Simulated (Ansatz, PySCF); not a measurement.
System: SnCl₂, charge 0, multiplicity 1. SMILES: [Sn]([Cl])[Cl]
Geometry from a B3LYP-D3(BJ)/def2-TZVP (Ansatz, a quantum-chemistry and plane-wave program) optimisation:
```
Sn
Cl 1 2.3879
Cl 1 2.3879 2 98.82
```
Charge 0, spin multiplicity 1.

Wanted: vertical triplet-singlet gap, E(triplet) - E(singlet), in eV. Set-up: open shells spin-unrestricted; each state is the SCF solution reached for its charge and spin; no spin-orbit coupling; dispersion terms only where a functional's name holds one; STO-3G and 3-21G all-electron and non-relativistic; def2 sets with scalar-relativistic core potentials past Kr. Ab initio and DFT rows: single points at B3LYP-D3(BJ) geometries (Ansatz). Levels can end on unlike triplets.

```csv
species,coefficient,"E at B3LYP/STO-3G (Ansatz), Eh","E at M06-2X/def2-TZVPD (PySCF), Eh"
"charge 0, triplet",+1,-6875.70971,-1134.65463
"charge 0, singlet",-1,-6875.79486,-1134.75123
```

 1 Eh = 27.2114 eV.

Question: Compute it at each level from the table.

Answer: 
- B3LYP/STO-3G: the sum of coefficient times E is 0.08515 Eh, or 2.317 eV. Result: 2.32 eV.
- M06-2X/def2-TZVPD: the sum of coefficient times E is 0.09660 Eh, or 2.629 eV. Result: 2.63 eV.
